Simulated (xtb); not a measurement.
C₂H₉AlN (SMILES [CH3][Al]([CH3])<-[NH3]), doublet, geometry from GFN2-xTB (such geometries of metal compounds can be far from the true shape) (the spin is typed, not shown lowest), atoms displaced at random by about 0.05 Å a coordinate; GFN1-xTB with ALPB(cs2) run with xtb.

Here is a job for xtb.
```
$ xtb mol.xyz --gfn 1 --uhf 1 --opt --alpb cs2 --json

# file mol.xyz
13

Al     0.52419289     0.12358676     0.50677963
C      1.13894148     0.96700599    -1.16525631
H      2.04324979     0.37190637    -1.56890133
H      1.53685005     1.98856267    -0.95594066
H      0.40778963     1.21195597    -1.95957852
C     -1.44272649     0.65379308     1.07781748
H     -1.90040125    -0.32351107     1.65149572
H     -2.18979928     0.57123906     0.28494553
H     -1.47311400     1.46894699     1.62634370
N     -0.22192698    -1.61243856    -0.65540435
H     -0.87409142    -1.09879073    -1.25195347
H     -0.71361685    -2.30472023    -0.11971853
H      0.57660816    -2.03502952    -1.08983715
```

Problem. Write the output that xtb gives for this input, abridged.

Solution. 
```
   ID    Z sym.   atoms
    1   13 Al     1
    2    6 C      2, 6
    3    1 H      3-5, 7-9, 11-13
    4    7 N      10

           -------------------------------------------------
          |                Calculation Setup                |
           -------------------------------------------------

           -------------------------------------------------
          |                 G F N 1 - x T B                 |
           -------------------------------------------------

      * Solvation model:               ALPB
        Solvent                        cs2
        Parameter file                 internal GFN1-xTB/ALPB
        Dielectric constant                2.6400E+00
        Reference state                gsolv [1 M gas/solution]
        Free energy shift                  5.5033E-03 Eh       3.4534E+00 kcal/mol
        Temperature                        2.9815E+02 K
        Density                            1.2600E+00 kg/L
        Solvent mass                       7.6140E+01 g/mol
        Interaction kernel             P16
        Born radius scaling (c1)           1.3403E+00
        Born radii integrator          GBOBC
        Born offset                        0.0000E+00 a0       0.0000E+00 AA
        H-bond correction              false
        Ion screening                  false
        Surface tension                    1.0000E-05 Eh       1.5569E+01 dyn/cm
        Grid points                               230 per atom

          ...................................................
          :                      SETUP                      :
          :.................................................:
          :  # basis functions                  40          :
          :  # atomic orbitals                  39          :
          :  # shells                           27          :
          :  # electrons                        25          :
          :  # halogen bonds                     0          :
          :  max. iterations                   250          :
          :  Hamiltonian                  GFN1-xTB          :
          :  restarted?                      false          :
          :  GBSA solvation                   true          :
          :  PC potential                    false          :
          :  electronic temp.          300.0000000     K    :
          :  accuracy                    1.0000000          :
          :  -> integral cutoff          0.2500000E+02      :
          :  -> integral neglect         0.1000000E-07      :
          :  -> SCF convergence          0.1000000E-05 Eh   :
          :  -> wf. convergence          0.2000000E-04 e    :
          :  Broyden damping             0.4000000          :
          :  net charge                          0          :
          :  unpaired electrons                  1          :
          ...................................................

 iter      E             dE          RMSdq      gap      omega  full diag
   1    -13.6320761 -0.136321E+02  0.680E+00    5.01       0.0  T
   2    -13.6598008 -0.277248E-01  0.410E+00    4.49       1.0  T
   3    -13.6607076 -0.906777E-03  0.544E-01    3.95       1.0  T
   4    -13.6610389 -0.331314E-03  0.698E-02    4.03       1.0  T
   5    -13.6610605 -0.215535E-04  0.186E-02    4.07       1.5  T
   6    -13.6610609 -0.450510E-06  0.531E-03    4.07       5.2  T
   7    -13.6610610 -0.562716E-07  0.659E-04    4.07      42.1  T
   8    -13.6610610 -0.375818E-08  0.106E-04    4.07     260.8  T
   9    -13.6610610 -0.640252E-10  0.180E-05    4.07    1538.4  T

   *** convergence criteria satisfied after 9 iterations ***

         :::::::::::::::::::::::::::::::::::::::::::::::::::::
         ::                     SUMMARY                     ::
         :::::::::::::::::::::::::::::::::::::::::::::::::::::
         :: total energy             -13.500129752673 Eh    ::
         :: total w/o Gsasa/hb       -13.494850392994 Eh    ::
[...]
 * total energy  :   -13.5291983 Eh     change       -0.2906853E-01 Eh
 * total energy  :   -13.5361472 Eh     change       -0.6948949E-02 Eh
 * total energy  :   -13.5380603 Eh     change       -0.1913096E-02 Eh
 * total energy  :   -13.5387911 Eh     change       -0.7307774E-03 Eh
 * total energy  :   -13.5390856 Eh     change       -0.2945113E-03 Eh
 * total energy  :   -13.5391997 Eh     change       -0.1140893E-03 Eh
 * total energy  :   -13.5392847 Eh     change       -0.8500342E-04 Eh
 * total energy  :   -13.5393647 Eh     change       -0.8002013E-04 Eh
 * total energy  :   -13.5394086 Eh     change       -0.4386665E-04 Eh
 * total energy  :   -13.5394311 Eh     change       -0.2254373E-04 Eh
 * total energy  :   -13.5394362 Eh     change       -0.5107802E-05 Eh
 * total energy  :   -13.5394388 Eh     change       -0.2555514E-05 Eh
   *** GEOMETRY OPTIMIZATION CONVERGED AFTER 13 ITERATIONS ***
         :: total energy             -13.539438800569 Eh    ::
[...]
         8        2.0000           -0.4834106             -13.1543
         9        2.0000           -0.4805149             -13.0755
        10        2.0000           -0.4782435             -13.0137
        11        2.0000           -0.4520309             -12.3004
        12        2.0000           -0.3809697             -10.3667
        13        1.0000           -0.3120795              -8.4921 (HOMO)
        14                         -0.1596544              -4.3444 (LUMO)
        15                         -0.1203337              -3.2744
        16                         -0.1128494              -3.0708
        17                         -0.0989549              -2.6927
        18                         -0.0964938              -2.6257
        19                         -0.0817219              -2.2238
        20                         -0.0761877              -2.0732
        21                         -0.0531145              -1.4453
        22                         -0.0374744              -1.0197
        23                         -0.0051554              -0.1403
        24                          0.0293153               0.7977
       ...                                ...                  ...
        39                          0.7360844              20.0299
      -------------------------------------------------------------
                  HL-Gap            0.1524251 Eh            4.1477 eV
             Fermi-level           -0.2911958 Eh           -7.9238 eV

  Mulliken/CM5 charges         n(s)   n(p)   n(d)
     1Al    0.13618  0.08187   1.737  0.884  0.244
     2C    -0.26987 -0.39356   1.032  3.238  0.000
     3H     0.02651  0.07742   0.973  0.000  0.000
     4H     0.03280  0.08382   0.967  0.000  0.000
     5H     0.03613  0.08899   0.964  0.000  0.000
     6C    -0.26989 -0.39354   1.032  3.237  0.000
     7H     0.02642  0.07727   0.974  0.000  0.000
     8H     0.03565  0.08837   0.964  0.000  0.000
     9H     0.03308  0.08418   0.967  0.000  0.000
    10N    -0.45753 -1.02292   1.453  4.004  0.000
    11H     0.22721  0.41321   0.773  0.000  0.000
    12H     0.22166  0.40744   0.778  0.000  0.000
    13H     0.22164  0.40745   0.778  0.000  0.000

Wiberg/Mayer (AO) data.
largest (>0.10) Wiberg bond orders for each atom

 ---------------------------------------------------------------------------
     #   Z sym  total        # sym  WBO       # sym  WBO       # sym  WBO
 ---------------------------------------------------------------------------
     1  13 Al   2.209 --     2 C    0.773     6 C    0.773    10 N    0.348
     2   6 C    3.790 --     3 H    0.952     4 H    0.946     5 H    0.932
                             1 Al   0.773     6 C    0.163
     3   1 H    1.000 --     2 C    0.952
     4   1 H    0.999 --     2 C    0.946
     5   1 H    0.999 --     2 C    0.932
     6   6 C    3.790 --     7 H    0.952     9 H    0.946     8 H    0.933
                             1 Al   0.773     2 C    0.163
     7   1 H    1.000 --     6 C    0.952
     8   1 H    0.999 --     6 C    0.933
     9   1 H    0.999 --     6 C    0.946
    10   7 N    3.186 --    13 H    0.940    12 H    0.940    11 H    0.935
                             1 Al   0.348
    11   1 H    0.950 --    10 N    0.935
    12   1 H    0.954 --    10 N    0.940
    13   1 H    0.954 --    10 N    0.940
 ---------------------------------------------------------------------------

Topologies differ in total number of bonds
Writing topology from bond orders to xtbtopo.mol

 dipole moment from electron density (au)
     X       Y       Z
  -0.3071  -1.9567  -0.7797  total (Debye):    5.410

optimized geometry written to: xtbopt.xyz

           -------------------------------------------------
          | TOTAL ENERGY              -13.539438800569 Eh   |
          | GRADIENT NORM               0.000797488090 Eh/α |
          | HOMO-LUMO GAP               4.147699059484 eV   |
           -------------------------------------------------
```
